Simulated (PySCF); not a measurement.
Numbering as in the mapped SMILES `[CH:1]#[C:2][SiH2:3][C:4]#[C:5][CH:6]1[CH2:7][CH2:8][CH2:9]1`. Each H is labelled by its parent atom. Ha(C7), Ha(C8), Ha(C9) are cis to C5 on the ring; Hb(C7), Hb(C8), Hb(C9) are trans to C5 on the ring.

PySCF 2.14.0 with density-fitted response routines calculation with coordinates at the PBE0-D3(BJ)/def2-SVP level and shielding tensors at PBE0/pcSseg-1 (GIAO); equivalent nuclei averaged, no solvent, non-relativistic Hamiltonian, a single conformation.

Shifts are taken against calculated references (same method and geometry level): 13C and 1H and 29Si vs TMS.

```json
{"atoms": "Hb(C7)/Hb(C9)", "nucleus": "1H", "count": "2", "Hirshfeld charge": "0.04", "δ (ppm)": "2.09"}
{"atoms": "C5", "nucleus": "13C", "count": "1", "Hirshfeld charge": "-0.02", "δ (ppm)": "?"}
{"atoms": "C1", "nucleus": "13C", "count": "1", "Hirshfeld charge": "-0.08", "δ (ppm)": "103.5"}
{"atoms": "C8", "nucleus": "13C", "count": "1", "Hirshfeld charge": "-0.07", "δ (ppm)": "20.4"}
{"atoms": "Ha(C7)/Ha(C9)", "nucleus": "1H", "count": "2", "Hirshfeld charge": "0.04", "δ (ppm)": "?"}
{"atoms": "H(C6)", "nucleus": "1H", "count": "1", "Hirshfeld charge": "0.05", "δ (ppm)": "2.88"}
{"atoms": "H(C1)", "nucleus": "1H", "count": "1", "Hirshfeld charge": "0.10", "δ (ppm)": "2.29"}
{"atoms": "Si3", "nucleus": "29Si", "count": "1", "Hirshfeld charge": "0.36", "δ (ppm)": "?"}
{"atoms": "C2", "nucleus": "13C", "count": "1", "Hirshfeld charge": "-0.16", "δ (ppm)": "?"}
{"atoms": "C4", "nucleus": "13C", "count": "1", "Hirshfeld charge": "-0.18", "δ (ppm)": "?"}
{"atoms": "Ha(C8)", "nucleus": "1H", "count": "1", "Hirshfeld charge": "0.04", "δ (ppm)": "1.63"}
{"atoms": "H(Si3)", "nucleus": "1H", "count": "2", "Hirshfeld charge": "-0.07", "δ (ppm)": "4.56"}
{"atoms": "C7/C9", "nucleus": "13C", "count": "2", "Hirshfeld charge": "-0.06", "δ (ppm)": "31.9"}
{"atoms": "Hb(C8)", "nucleus": "1H", "count": "1", "Hirshfeld charge": "0.04", "δ (ppm)": "1.81"}
{"atoms": "C6", "nucleus": "13C", "count": "1", "Hirshfeld charge": "-0.01", "δ (ppm)": "27.3"}
```

Fill in the missing shifts.

Results:


- C5: 121.7 ppm, alkyne carbon
- C2: 83.7 ppm, alkyne carbon; sp carbons lie upfield of alkene carbons because the cylindrical π system leaves one tensor component strongly shielded
- C4: 79.7 ppm, alkyne carbon; sp carbons lie upfield of alkene carbons because the cylindrical π system leaves one tensor component strongly shielded
- Ha(C7)/Ha(C9): 2.12 ppm, hydrogen on an sp3 CH2 in a ring
- Si3: -93.9 ppm, silicon bonded to 2 C, 2 H

Shifts are as computed. Against solution values, carbons near 30 ppm lie about +2 ppm off and those near 130 ppm about +5 ppm. Of 1309 compounds with measured shifts, 239 miss one by over three times the rms of a fit or turn the order of signals round; such compounds aren't used in these exercises.
